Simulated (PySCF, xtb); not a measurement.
C₆H₆N, SMILES Nc1[c]cccc1, multiplicity 2. One conformer was computed; it need not be the lowest.

Harmonic wavenumbers (cm⁻¹) from GFN2-xTB (xtb 6.7.1) at its own minimum, in rising order: 197, 334, 358, 374, 473, 486, 558, 584, 616, 748, 810, 824, 879, 894, 963, 1013, 1075, 1137, 1161, 1224, 1283, 1316, 1424, 1452, 1498, 1524, 1625, 3049, 3065, 3069, 3083, 3457, 3511.

**Question.** What does r2SCAN-D4/def2-SVP (PySCF) give at its own minimum? (Estimate from the structure and the level; the computed values follow.)

**Answer.** 215, 346, 379, 409, 487, 521, 540, 624, 691, 733, 822, 837, 914, 970, 974, 1039, 1058, 1134, 1159, 1263, 1331, 1397, 1474, 1496, 1584, 1620, 1677, 3152, 3169, 3183, 3199, 3578, 3694. Paired by order, the mean absolute difference is 52 cm⁻¹ and the zero-point energies are 63.0 and 65.3 kcal/mol.
